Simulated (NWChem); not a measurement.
System meant: InH₂OCl; SMILES [OH][InH][Cl]

Here is an NWChem input.

```
start job
memory heap 200 mb stack 900 mb global 1100 mb
geometry units angstroms noautoz
  In    -0.284927     0.405769     0.000000
  H     -1.903916     0.953873     0.000000
  Cl     0.232058    -1.879935     0.000000
  O      1.401070     1.459311     0.000000
  H      1.246783     2.411092     0.000000
end
basis spherical
  * library def2-svp
end
ecp
  In library def2-ecp
end
dft
  xc pbe0
  iterations 4
  mulliken
end
task dft energy
```

End of the output:

```
    Atom       Charge   Shell Charges
 -----------   ------   -------------------------------------------------------
    1 In  21    20.65   1.38  0.54  0.65  0.38  3.03  2.85  1.01  0.44  9.39  0.97
    2 H    1     1.08   0.57  0.49  0.03
    3 Cl  17    17.07   2.00  1.96  1.05  0.80  5.82  2.24  3.21  0.01
    4 O    8     8.27   1.97  0.90  0.64  2.65  2.09  0.01
    5 H    1     0.92   0.56  0.17  0.19

 center of mass
 --------------
 x =  -0.04613546 y =   0.01021018 z =   0.00000000

 moments of inertia (a.u.)
 ------------------
         654.289186078367          -0.000000000000           0.000000000000
          -0.000000000000         169.829752583349           0.000000000000
           0.000000000000           0.000000000000         824.118938661716

     Multipole analysis of the density
     ---------------------------------

     L   x y z        total         alpha         beta         nuclear
     -   - - -        -----         -----         ----         -------
     0   0 0 0     -0.000000    -24.000000    -24.000000     48.000000

     1   1 0 0     -0.915614     -8.569003     -8.569003     16.222391
     1   0 1 0      1.173401      9.969272      9.969272    -18.765143
     1   0 0 1      0.000000      0.000000      0.000000      0.000000

     2   2 0 0    -34.248287    -57.994247    -57.994247     81.740208
     2   1 1 0     -0.447428     -8.796325     -8.796325     17.145221
     2   1 0 1     -0.000000     -0.000000     -0.000000      0.000000
     2   0 2 0    -30.589551   -173.354853   -173.354853    316.120156
     2   0 1 1     -0.000000     -0.000000     -0.000000      0.000000
     2   0 0 2    -29.003086    -14.501543    -14.501543      0.000000

 ------------------------------------------------------------------------
 dft energy failed                                                                                  0
 ------------------------------------------------------------------------
 ------------------------------------------------------------------------
  current input line :
    21: task dft energy
 ------------------------------------------------------------------------
 ------------------------------------------------------------------------
 This type of error is most commonly associated with calculations not reaching convergence criteria
 ------------------------------------------------------------------------
 For more information see the NWChem manual at https://nwchemgit.github.io

0:dft energy failed:Received an Error in Communication
```

Q: Find the fault in this run and fix the input.

A: The run did not converge; its last values are not results. Cause: the SCF was allowed too few iterations. This input runs:
```
start job
memory heap 200 mb stack 900 mb global 1100 mb
geometry units angstroms noautoz
  In    -0.284927     0.405769     0.000000
  H     -1.903916     0.953873     0.000000
  Cl     0.232058    -1.879935     0.000000
  O      1.401070     1.459311     0.000000
  H      1.246783     2.411092     0.000000
end
basis spherical
  * library def2-svp
end
ecp
  In library def2-ecp
end
dft
  xc pbe0
  iterations 150
  mulliken
end
task dft energy
```
It converges to -726.36571 Ha (PBE0/def2-SVP with def2 effective core potentials on In).
